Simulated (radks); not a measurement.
Results of a calculation; reference values are marked as such.
O, 8 electrons, occupied as [He] 2p6 (not the ground configuration).

Code: a radial shooting solver on a logarithmic mesh with Libxc functionals. Model: non-relativistic Kohn-Sham, LDA (Slater exchange, Perdew-Wang correlation), spin-polarised, spherical densities, point nucleus.

Energy parts (hartree):
total: -73.40042
kinetic: 73.04766
electron-nucleus: -174.82322
Hartree: 36.03552
exchange-correlation: -7.66039

Orbitals (lengths in bohr, moments of r in powers of bohr; r(max) is where P^2 peaks):
orbital  occ.  eigenvalue (hartree)  r(max)
1s          2             -18.80092  0.1298
2p          6              -0.36649  0.8153

The highest occupied level is 2p at -9.973 eV. The density falls to 0.001 e/bohr^3 at r = 3.38 bohr. The electron density at the nucleus is 293.2 e/bohr^3.
